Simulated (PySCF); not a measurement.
chloro(difluoro)methane (CHClF2), SMILES C(Cl)(F)F.

Geometry optimised at PBE0-D3(BJ)/def2-SVP.

Two levels are set side by side: PBE/def2-TZVPD (PySCF) and r2SCAN/def2-TZVPD (PySCF). Same geometry, gas phase. Differences are taken from unrounded values.

| quantity | r2SCAN | PBE | PBE minus r2SCAN |
|---|---|---|---|
| orbital gap (eV) | 7.81 | 7.12 | -0.70 |
| highest occupied level (eV) | -8.48 | -8.14 | 0.34 |
| lowest empty level (eV) | -0.67 | -1.02 | -0.36 |
| dipole moment (D) | 1.36 | 1.31 | -0.05 |
| mean polarisability (bohr³) | 31.7 | 33.0 | 1.3 |

Rough cost on one machine, each run with all the roots and properties that it gave: r2SCAN against PBE about 5 times.
